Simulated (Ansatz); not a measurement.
Basis sets compared for SnEt3Br (C₆H₁₅BrSn). Charge 0, multiplicity 1. Geometry PBE-D4/def2-SVP. Ansatz on 4 threads of Intel Xeon 6975P-C on a shared host; times are rough, and most runs start from earlier orbitals.

| atom | x (Å) | y (Å) | z (Å) |
| --- | --- | --- | --- |
| Sn1 | 0.015 | -0.040 | -0.011 |
| C2 | -1.303 | -1.236 | -1.284 |
| C3 | -1.495 | -2.662 | -0.769 |
| H4 | -0.847 | -1.226 | -2.296 |
| H5 | -2.266 | -0.687 | -1.354 |
| H6 | -2.134 | -3.258 | -1.456 |
| H7 | -0.525 | -3.192 | -0.672 |
| H8 | -1.983 | -2.681 | 0.228 |
| C9 | -0.670 | 0.179 | 2.055 |
| C10 | 0.393 | 0.788 | 2.970 |
| H11 | -0.963 | -0.838 | 2.391 |
| H12 | -1.595 | 0.794 | 2.028 |
| H13 | 0.037 | 0.847 | 4.021 |
| H14 | 1.323 | 0.183 | 2.967 |
| H15 | 0.666 | 1.818 | 2.660 |
| C16 | 0.740 | 1.813 | -0.926 |
| C17 | 1.661 | 1.572 | -2.121 |
| H18 | 1.257 | 2.373 | -0.119 |
| H19 | -0.159 | 2.401 | -1.208 |
| H20 | 2.044 | 2.530 | -2.534 |
| H21 | 2.538 | 0.955 | -1.838 |
| H22 | 1.141 | 1.045 | -2.947 |
| Br23 | 2.125 | -1.480 | 0.216 |

In the def2 sets Sn takes a core potential; there is no spin–orbit coupling.

Binding counts from free atoms (Sn triplet, C triplet, H doublet, Br doublet) in the same basis, without a counterpoise term.

```csv
level,functions,energy (Eh),HOMO (eV),LUMO (eV),binding per atom (eV),wall time
PBE-D4/def2-SVP,217,-3024.9652,-5.98,-0.89,3.94,2 s
PBE0-D4/def2-SVP,217,-3025.1189,-7.21,-0.01,3.90,3.6 s
```

Problem. Estimate the rows for PBE-D4/def2-TZVP, PBE0-D4/def2-TZVP.

Solution. 
```tsv
level	functions	energy (Eh)	HOMO (eV)	LUMO (eV)	binding per atom (eV)	wall time
PBE-D4/def2-TZVP	374	-3025.5485	-6.13	-1.14	3.91	3.9 s
PBE0-D4/def2-TZVP	374	-3025.6926	-7.29	-0.24	3.87	8 s
```
